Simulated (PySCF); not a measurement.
hydrogen bromide (BrH), SMILES Br. The structure is a stationary point at PBE0-D3(BJ)/def2-TZVPD.

Computed equilibrium geometry at PBE0-D3(BJ)/def2-TZVPD (PySCF confirms it by a frequency run) as bond lengths and angles, and its point group:
point group C∞v.
Atoms: Br1 H2. Bond lengths (Å): Br1–H2 1.421.
Charge 0, spin multiplicity 1.
